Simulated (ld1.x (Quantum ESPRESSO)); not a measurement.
# Reading a pseudo-wave (boron (B))

Columns: radius, all-electron u(r) and pseudo u(r) of the 2p shell (level -3.95 eV) of boron in the configuration [He] 2s1.5 2p1.5; LDA (PZ), scalar-relativistic, PAW scheme, ld1.x (Quantum ESPRESSO) 7.5.

```csv
r (bohr),all-electron,pseudo
0.140,0.0497,0.0111
0.280,0.1477,0.0436
0.420,0.2535,0.0948
0.560,0.3506,0.1604
0.700,0.4329,0.2352
0.840,0.4992,0.3136
0.980,0.5500,0.3898
1.120,0.5866,0.4588
1.260,0.6107,0.5168
1.400,0.6240,0.5611
1.540,0.6284,0.5907
1.680,0.6256,0.6062
1.820,0.6171,0.6091
1.960,0.6041,0.6020
2.100,0.5876,0.5876
2.240,0.5686,0.5689
2.380,0.5477,0.5478
2.520,0.5257,0.5257
2.660,0.5028,0.5028
2.800,0.4796,0.4796
2.940,0.4563,0.4563
3.080,0.4332,0.4332
3.220,0.4105,0.4105
3.360,0.3883,0.3883
3.500,0.3667,0.3667
3.640,0.3458,0.3458
```

How many radial nodes do the two functions have?

The all-electron 2p function has n − l − 1 = 0; the pseudo-wave has 0.

At about which radius was the pseudo-wave matched?

2.50 bohr. The columns agree to 0.0005 from 2.10 bohr on; several derivatives are matched, so the curves merge somewhat inside the radius.

Where does each function peak?

Outermost all-electron maximum near 1.54 bohr, pseudo maximum near 1.82 bohr (to the table’s step).

Is the pseudo-wave norm-conserving?

No, it belongs to a PAW set: the norm inside the radius is not constrained, and the difference is carried by the augmentation charge.
